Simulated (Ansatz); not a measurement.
The same redistribution along the group B, Al, In.

Computed with Ansatz on PBE0-D4/def2-TZVP structures; ΔE is electronic, products minus reactants. CCSD(T)/CBS adds triple-zeta CCSD(T) − MP2 to the extrapolated MP2 energy (def2 sets, frozen cores). This one scheme is used for every species. DFT in def2-TZVPP. Elements past krypton have def2 core potentials. For Br, In outer-core shells are correlated without core-valence functions, which leaves a few kJ/mol of doubt a bond. Scalar relativity is left out up to krypton. Each species was taken in one conformer, which may not be the lowest.

| reaction | revPBE-D4 (eV) | CCSD(T)/CBS(def2) (eV) |
| --- | --- | --- |
| `CB(O)O` + `CN(C)[Si]Br` → `CB(O)Br` + `CN(C)[Si]O` | 0.49 | 0.47 |
| `[CH3][Al]([OH])[OH]` + `CN(C)[Si]Br` → `[CH3][Al]([OH])[Br]` + `CN(C)[Si]O` | -0.14 | -0.18 |
| `[CH3][In]([OH])[OH]` + `CN(C)[Si]Br` → `[CH3][In]([OH])[Br]` + `CN(C)[Si]O` | -0.90 | -0.99 |

Largest T1 diagnostic: 0.016, for `[CH3][In]([OH])[OH]`.
